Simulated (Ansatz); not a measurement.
Ideal-gas functions of CH₂F₂GaN, SMILES `N=[CH][Ga]([F])[F]` at 500 K and 1 bar, from an Ansatz frequency run at PBE0-D4/def2-TZVP.

Molar mass 135.75 g/mol, point group Cs (symmetry number 1), electronic degeneracy 1, moments of inertia 80.969, 201.743, 282.713 u Å². Harmonic wavenumbers (cm⁻¹, unscaled): 75, 82, 186, 191, 321, 587, 648, 686, 708, 1173, 1204, 1379, 1675, 3088, 3455.

Use S(trans) = R[1.5 ln M + 2.5 ln T − 1.1517]; rotational temperatures θ = 24.2544 K / I; S(rot) = R[ln(√π/σ · √(T³/θAθBθC)) + 1.5]; for each mode x = 1.438777 ν̃/T, S = R[x/(eˣ − 1) − ln(1 − e⁻ˣ)] and H = RT x/(eˣ − 1); 1 cm⁻¹ = 0.0119627 kJ/mol; R = 8.31446 J/(mol·K).

Problem. By hand: the entropy, in J/(mol·K).

Solution. Translation 180.8. Rotation: θ = 0.2996, 0.1202, 0.0858 K, giving 118.8. Vibration, mode by mode: 21.08, 20.34, 13.61, 13.39, 9.26, 4.88, 4.24, 3.89, 3.70, 1.28, 1.19, 0.79, 0.39, 0.01, 0.00, in all 98.1. Electronic 0.0. Sum 397.7 J/(mol·K).

Problem. By hand: H − E and G − E in kJ/mol, counted from the electronic energy.

Solution. Zero-point energy ½ × 15458 × 0.0119627 = 92.5; thermal vibration 23.3; translation, rotation and pV give 4 RT = 16.6. H − E = 132.4 kJ/mol, and G − E = 132.4 − 500 × 397.7/1000 = -66.4 kJ/mol.

Vibration gives 25 % of the entropy, 41.4 J/(mol·K) of it from the modes under 150 cm⁻¹: soft modes count most, and the harmonic formula is weakest for them. The sum counts one conformer and one mirror image; others add a mixing term.
